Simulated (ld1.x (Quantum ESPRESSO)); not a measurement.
## Configuration tests for oxygen (O) (RRKJ)

```json
{
  "Element": "O (Z = 8)",
  "Generator": "ld1.x (Quantum ESPRESSO) 7.5",
  "Type": "norm-conserving RRKJ (Kleinman–Bylander form)",
  "Functional": "LDA (PZ)",
  "Relativity": "scalar-relativistic",
  "Frozen core": "[He]",
  "Valence charge": "6",
  "Reference configuration": "2s2 2p3 (charge +1)",
  "Partial waves": "2p (bound): rc 1.05 bohr; 2s (bound): rc 0.75 bohr",
  "Local potential": "the s channel",
  "Core correction": "a·sin(br)/r model core, default radius (core density twice the valence density)"
}
```

Energies are relative to the spin-unpolarised reference configuration 2s2 2p3; without spin polarisation the order of configurations can differ from experiment. Spin-polarised rows fill each open shell by Hund’s rule, majority spin first.

| valence configuration | charge | ΔE all-electron (eV) | error AE − PS (meV) |
| --- | --- | --- | --- |
| 2s2 2p4 | 0 | -16.584 | +2.8 |
| 2s2 2p2 | +2 | 33.708 | +14 |
| 2s2 2p1 | +3 | 87.672 | +120 |
| 2s2 2p3.5 | +0.5 | -10.218 | +1.4 |
| 2s0 2p6 | 0 | 12.644 | +69 |
| 2s1 2p5 | 0 | -1.999 | +24 |
| 2s2 2p3 (spin-polarised) | +1 | -4.011 | +77 |
| 2s2 2p4 (spin-polarised) | 0 | -17.993 | +29 |

Q: What are ΔE and the potential's error for 2s2 2p4.3?

A: ΔE = -18.757 eV all-electron; the error (AE − PS) is +3.0 meV.

Levels in the configuration 2s2 2p4 (spin-polarised):

```csv
level,all-electron (eV),pseudo (eV)
2s up,-24.897,-24.934
2p up,-10.304,-10.326
2s down,-21.937,-21.868
2p down,-7.479,-7.449
```
